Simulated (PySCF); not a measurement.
# Magnetic susceptibility: `CC(=O)CC(Cl)Cl`, C4H6Cl2O

Cartesian coordinates in Å; atom numbers follow the order of the lines, from 1:
```xyz
13

C    -1.7230    0.2102    0.1135
C    -0.8262    0.0607   -1.0830
O    -1.1954   -0.3352   -2.1524
C     0.6217    0.5196   -0.8483
C     1.4929   -0.5916   -0.2555
Cl    2.8884   -0.9501   -1.3014
Cl    0.5688   -2.1057   -0.0080
H    -1.9633    1.2667    0.2295
H    -1.2272   -0.1279    1.0188
H    -2.6459   -0.3427   -0.0381
H     0.6269    1.3783   -0.1770
H     1.0305    0.8182   -1.8150
H     1.8992   -0.3251    0.7214
```

Method: PySCF 2.14.0, GIAO BHandHLYP/pcSseg-1 magnetisability, rotational g tensor and spin-rotation constants, non-relativistic, gas phase. Geometry: GFN2-xTB, dihedral held. The dihedral C2–C4–C5–Cl7 is held at 0°.

(1) What are the magnetisability and the molar susceptibility?

(2) Split it along the inertial axes a, b, c into diamagnetic and paramagnetic parts about the centre of mass, with the quadrupole moment.

(3) And the rotational g tensor?

## Answers

(1) Isotropic -1263 × 10⁻³⁰ J/T², or -76.1 × 10⁻⁶ cm³/mol; principal values -1376, -1368, -1045 × 10⁻³⁰ J/T², anisotropy 326 × 10⁻³⁰ J/T² (root of half the summed squared differences of the principal values). The susceptibility is in cgs units.

(2) 
```csv
axis,χ (10⁻⁶ cm³/mol),diamagnetic (10⁻⁶ cm³/mol),paramagnetic (10⁻⁶ cm³/mol),summed x² of all electrons (Å²),quadrupole Θ (D Å)
a,-80.8,-513.7,433.0,210.8,-1.09
b,-81.6,-1077.2,995.6,77.9,+0.40
c,-65.8,-1224.8,1158.9,43.2,+0.69
```
Anisotropies 2χaa − χbb − χcc = -14.1 and 2χbb − χaa − χcc = -16.6 × 10⁻⁶ cm³/mol. Θ is traceless in Buckingham's convention.

(3) 
| axis | rotational constant (GHz) | g | nuclear part | electronic part |
| --- | --- | --- | --- | --- |
| a | 2.7894 | -0.0247 | 0.5427 | -0.5674 |
| b | 1.1775 | -0.0104 | 0.5403 | -0.5508 |
| c | 1.0034 | -0.0164 | 0.5299 | -0.5463 |

Asymmetric top; isotopes 12C, 35Cl, 1H, 16O; no vibrational averaging.
